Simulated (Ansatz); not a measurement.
One change: `C[O][GeH]([SH])[O]C` becomes `C[O][GeH]([SH])[Cl]`.

Ansatz, PBE0-D4/def2-TZVP geometries, multiplicity 1. Each molecule was computed in one conformer, which needn't be the lowest.

Scalar relativity is left out up to krypton.

```json
{"property": "size of the dipole moment (PBE/def2-TZVPP) / D", "`C[O][GeH]([SH])[O]C`": "1.31"}
{"property": "size of the dipole moment (ωB97M-V/def2-TZVPP) / D", "`C[O][GeH]([SH])[O]C`": "1.28"}
{"property": "HOMO–LUMO gap (PBE/def2-TZVPP) / eV", "`C[O][GeH]([SH])[O]C`": "5.49"}
{"property": "HOMO–LUMO gap (PBE0/def2-TZVPP) / eV", "`C[O][GeH]([SH])[O]C`": "7.82"}
{"property": "HOMO–LUMO gap (B3LYP/def2-TZVPP) / eV", "`C[O][GeH]([SH])[O]C`": "7.25"}
{"property": "LUMO energy (PBE/def2-TZVPP) / eV", "`C[O][GeH]([SH])[O]C`": "-0.85"}
```

(1) What does the change do to each property? (An estimate is asked.)

## Answers

(1) Ansatz gave: 
| property | `C[O][GeH]([SH])[Cl]` | shift |
| --- | --- | --- |
| size of the dipole moment (PBE/def2-TZVPP) / D | 0.83 | -0.48 |
| size of the dipole moment (ωB97M-V/def2-TZVPP) / D | 0.83 | -0.45 |
| HOMO–LUMO gap (PBE/def2-TZVPP) / eV | 4.92 | -0.57 |
| HOMO–LUMO gap (PBE0/def2-TZVPP) / eV | 7.18 | -0.64 |
| HOMO–LUMO gap (B3LYP/def2-TZVPP) / eV | 6.62 | -0.63 |
| LUMO energy (PBE/def2-TZVPP) / eV | -1.70 | -0.85 |

With PBE0 the HOMO falls by 0.27 eV and the LUMO falls by 0.92 eV, so the gap narrows by about 0.65 eV. PBE moves the HOMO by -0.28 eV and ωB97M-V by -0.27 eV. Dipoles are sizes alone; their direction can turn.

B3LYP here is the variant with VWN-RPA as its local correlation; programs differ in this.
